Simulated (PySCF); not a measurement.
Two species compared at the same levels of theory.

First species: C5H6O3.
Atom-mapped SMILES: `[CH3:1][O:2][C@@H:3]1[CH:4]=[CH:5][C:6](=[O:7])[O:8]1` (hydrogens: H9, H10, H11 on C1; H12 on C3; H13 on C4; H14 on C5)

Structure used (GFN2-xTB), in Å, numbered top down from 1:
```
atom  x, y, z in Å
C1     2.327    0.042   -0.051
O2     1.117   -0.570   -0.462
C3     0.044   -0.315    0.370
C4    -1.180   -1.047   -0.113
C5    -2.130   -0.166   -0.388
C6    -1.605    1.194   -0.098
O7    -2.151    2.251   -0.203
O8    -0.335    1.055    0.356
H9     2.226    1.130   -0.027
H10    3.070   -0.247   -0.790
H11    2.625   -0.317    0.940
H12    0.293   -0.567    1.420
H13   -1.180   -2.115   -0.217
H14   -3.123   -0.328   -0.760
```

Second species: C3H12FPSi3.
SMILES: `F[C@@H]1[SiH2]C[SiH2]C[Si@@H]1P`

Levels: PBE0/pcSseg-1 for HOMO energy, LUMO energy and HOMO–LUMO gap. Geometries: GFN2-xTB. Each structure is a single optimised conformer of the isolated species, non-relativistic unless stated; the electronic structure was computed with PySCF and density fitting.

The conformers computed, where there is a choice (atom-mapped SMILES and torsion angles):
- `[CH3:1][O:2][C@@H:3]1[CH:4]=[CH:5][C:6](=[O:7])[O:8]1`: C1–O2–C3–C4 -178°

The conformers of `F[C@@H]1[SiH2]C[SiH2]C[Si@@H]1P` aren't listed.

```
     property  column X  column Y
  HOMO energy  -7.41 eV  -8.11 eV
  LUMO energy   0.17 eV  -1.63 eV
HOMO–LUMO gap   7.58 eV   6.48 eV
```

(1) Which column belongs to which species?

(2) How does each property change from the first species to the second?

Answers

(1) Column X is the second species and column Y the first. The first has 14 atoms and 60 electrons, the second 20 and 96.

(2) HOMO energy +0.70 eV; LUMO energy +1.80 eV; HOMO–LUMO gap +1.10 eV.

